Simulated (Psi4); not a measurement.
## MP2, SCS-MP2 and SOS-MP2 from spin components

System: CH4AlFO2 (SMILES C[O][Al]([OH])[F]), singlet, geometry from GFN2-xTB (such geometries of metal compounds can be far from the true shape). Level: Psi4 with MP2/def2-SVP. Sums are taken with unrounded values, so a last digit can differ.

Here is a job for Psi4.
```
memory 2 GB

molecule {
0 1
Al    0.02582713    0.42917901    0.31546089
F     1.02880439    1.71123044    0.05608969
O    -0.99950813    0.38112299    1.60759740
H    -1.24706961    0.90599618    2.35665290
O     0.14316986   -0.76331544   -0.80740913
C    -0.14305943   -1.98466053   -1.42783094
H    -0.52171638   -1.79578553   -2.43538704
H     0.77348822   -2.57620088   -1.49420480
H    -0.89063177   -2.54890801   -0.86738014
}

set {
  basis def2-svp
  freeze_core true
}

energy('mp2')
print_variables()
```

It gave an SCF energy of -531.152960 Eh, a same-spin correlation energy of -0.194871 Eh and an opposite-spin one of -0.557932 Eh.

Question: Work out the MP2, SCS-MP2 (6/5 and 1/3) and SOS-MP2 (1.3 and 0) correlation and total energies.

Answer: MP2: -0.557932 + (-0.194871) = -0.752803 Eh, total -531.905763 Eh, as the program printed. SCS-MP2: 1.2 × (-0.557932) + (-0.194871)/3 = -0.734476 Eh, total -531.887436 Eh. SOS-MP2: 1.3 × (-0.557932) = -0.725312 Eh, total -531.878272 Eh. Opposite spins carry 74 % of the MP2 correlation; same-spin pairs are already kept apart by exchange.
